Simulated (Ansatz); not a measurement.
Input (CCSDT(Q)/def2-SVP; Ansatz, a quantum-chemistry and plane-wave program):

Ansatz 0.2 input:
```yaml
crystal:
  periodic: [false, false, false]
  atoms:
    - {symbol: Si, position_ang: [-1.88743400, 0.18576262, 0.03134543]}
    - {symbol: Ge, position_ang: [0.91784777, -0.09033524, -0.01524309]}
    - {symbol: H, position_ang: [-2.17703810, -0.83970542, 1.04483380]}
    - {symbol: H, position_ang: [-1.94722031, 1.59775916, 0.43792293]}
    - {symbol: H, position_ang: [-2.14848679, -0.14068563, -1.37858254]}
    - {symbol: H, position_ang: [0.95921886, -1.55581256, -0.43746376]}
    - {symbol: H, position_ang: [1.19807389, 0.97750159, -1.06824047]}
    - {symbol: H, position_ang: [1.16839984, 0.25099391, 1.45047302]}
basis:
  gaussian:
    orbitals: def2-SVP
total_charge: 1
magnetization: {spin_polarized: true, initial_magnetization: 1}
correlation: {method: ccsdt_q, electrons: outside_noble_gas}
```

Output:

```
Functional definition: HF
integrals: 0.14 GiB planned
1382 factors; integrals over basis functions are off by at most 2.6e-7 eV
mean field: 0.52 GiB planned
mean field evaluation 1: about -64411.3178 eV, gradient 8.9e0 eV
mean field evaluation 2: about -64411.3305 eV, gradient 8.9e0 eV
mean field evaluation 4: about -64412.2836 eV, gradient 8.2e-1 eV
mean field evaluation 8: about -64412.2894 eV, gradient 2.6e-4 eV
mean field evaluation 16: about -64412.2875 eV, gradient 3.4e-1 eV
mean field -64412.28943824 eV, -2367.1079766374 hartree, gradient 3.0e-6 eV, S^2 0.754621; 0 other end points of the search recorded, 0 dependent functions left out
19 core orbitals not correlated
reference -64412.28943824 eV, -2367.1079766374 hartree; 7, 6 occupied and 54, 55 virtual orbitals, 1382 factors
second order -5.00476037 eV of doubles, -0.00000000 eV of singles
coupled cluster: 2.04 GiB planned
cycle   1  -5.96730323 eV  change   -9.6e-1 eV  update   7.7e-2
cycle   2  -6.45884839 eV  change   -4.9e-1 eV  update   3.2e-2
cycle   3  -6.48702591 eV  change   -2.8e-2 eV  update   9.4e-3
cycle   4  -6.49342690 eV  change   -6.4e-3 eV  update   4.4e-3
cycle   5  -6.49215679 eV  change    1.3e-3 eV  update   1.4e-3
cycle   6  -6.49131576 eV  change    8.4e-4 eV  update   6.5e-4
cycle   7  -6.49169012 eV  change   -3.7e-4 eV  update   2.4e-4
cycle   8  -6.49187213 eV  change   -1.8e-4 eV  update   8.5e-5
cycle   9  -6.49184733 eV  change    2.5e-5 eV  update   2.9e-5
cycle  10  -6.49182385 eV  change    2.3e-5 eV  update   1.1e-5
cycle  11  -6.49182078 eV  change    3.1e-6 eV  update   5.2e-6
cycle  12  -6.49182336 eV  change   -2.6e-6 eV  update   2.3e-6
cycle  13  -6.49182664 eV  change   -3.3e-6 eV  update   8.7e-7
cycle  14  -6.49182749 eV  change   -8.5e-7 eV  update   3.6e-7
perturbative correction -0.00334904 eV, -0.0001230750 hartree
Total energy: -64418.78461477 eV, -2367.3466699724 hartree
```
